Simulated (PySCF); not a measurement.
NICS in isomers of C5H6N2O.

Probes without a nucleus sit at each ring's centroid and 1 Å off its mean plane on both sides; NICS is minus the shielding there, NICSzz its component along the normal. Level: GIAO PBE0/pcSseg-1 (PySCF, non-relativistic, gas phase) on the GFN2-xTB geometries, one conformer each. Atom numbers follow the mapped SMILES.

Problem. Order these rings by mean NICS(1)zz, lowest (most negative) first (ppm).
A. ring C3–C4–C5–C6–N7–N8 in `[CH3:1][O:2][c:3]1[cH:4][cH:5][cH:6][n:7][n:8]1`
B. ring C4–N5–C6–N7–O8 in `[CH2:1]=[CH:2][CH2:3][c:4]1[n:5][cH:6][n:7][o:8]1`
C. ring C4–N5–C6 in `[CH3:1][CH2:2][O:3][C@H:4]1[N:5]=[C:6]1[C:7]#[N:8]`
D. ring N2–N3–C4–C5–C6 in `[CH3:1][n:2]1[n:3][cH:4][cH:5][c:6]1[CH:7]=[O:8]`

Solution. D (-30.3), B (-28.3), A (-25.6), C (-19.6).

```json
{"SMILES": "Cn1nccc1C=O", "ring": "5-membered ring with 2 N; formal bonds all aromatic", "NICS(0)": "-12.6", "NICS(1)": "-12.1", "NICS(1)zz": "-30.3", "HOMA": "0.98", "rms pucker (Å)": "0.00", "ring atoms with four or more neighbours": "0"}
{"SMILES": "C=CCc1ncno1", "ring": "5-membered ring with 2 N and O; formal bonds all aromatic", "NICS(0)": "-11.4", "NICS(1)": "-11.1", "NICS(1)zz": "-28.3", "HOMA": "0.64", "rms pucker (Å)": "0.00", "ring atoms with four or more neighbours": "0"}
{"SMILES": "COc1cccnn1", "ring": "6-membered ring with 2 N; formal bonds all aromatic", "NICS(0)": "-5.7", "NICS(1)": "-10.6", "NICS(1)zz": "-25.6", "HOMA": "0.95", "rms pucker (Å)": "0.00", "ring atoms with four or more neighbours": "0"}
{"SMILES": "CCO[C@H]1N=C1C#N", "ring": "3-membered ring with N; formal bonds 1 double, 2 single", "NICS(0)": "-29.8", "NICS(1)": "-10.3", "NICS(1)zz": "-19.6", "HOMA": "–", "rms pucker (Å)": "0.00", "ring atoms with four or more neighbours": "1"}
```

NICS(0) gives another order. The isotropic NICS(1) gives the same order. HOMA uses Krygowski's 1993 parameters; it is left out where a ring has a four-coordinate atom, a triple bond, no multiple bond or a kind of bond without parameters. NICS(1) and NICS(1)zz are means over the two faces.
